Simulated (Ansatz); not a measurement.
`[SiH3]BOCS` + `CCB(C)F` → `CCB(C)[SiH3]` + `FBOCS`  (redistribution)

Computed with Ansatz on PBE0-D4/def2-TZVP structures; ΔE is electronic, products minus reactants. CCSD(T)/CBS is the MP2 limit (def2-TZVPP, def2-QZVPP) plus CCSD(T) − MP2 in def2-TZVPP, frozen cores. DFT in def2-TZVPP. Each species was taken in one conformer, which may not be the lowest.

(1) Is it downhill or uphill in electronic energy at CCSD(T)/CBS, and by how much? (Best estimate.)

(2) What do these levels give: PBE-D4, PBE0-D4, ωB97X-V, ωB97M-V, B2PLYP, PBE, r2SCAN, SCS-MP2/def2-TZVPP, CCSD/def2-TZVPP, HF/def2-QZVPP, HF/CBS(def2), CCSD/CBS(def2)? (An estimate is asked.)

Largest T1 diagnostic among the species: 0.014.

Answers

(1) The calculation gave: Uphill: ΔE = +7.3 kJ/mol.

(2) Computed: PBE-D4 7.6, PBE0-D4 6.2, ωB97X-V 9.8, ωB97M-V 8.8, B2PLYP 11.0, PBE 11.5, r2SCAN 8.0, SCS-MP2/def2-TZVPP 7.0, CCSD/def2-TZVPP 8.4, HF/def2-QZVPP 9.8, HF/CBS(def2) 9.7, CCSD/CBS(def2) 7.5 kJ/mol.

The D4 term adds −6.2 kJ/mol with B3LYP and −3.5 kJ/mol with PBE0; it sums over pairs of atoms, weighted by their polarisabilities, and B3LYP, whose exchange is more repulsive, gets the larger term.

B3LYP here is the variant with VWN-RPA as its local correlation; programs differ in this.
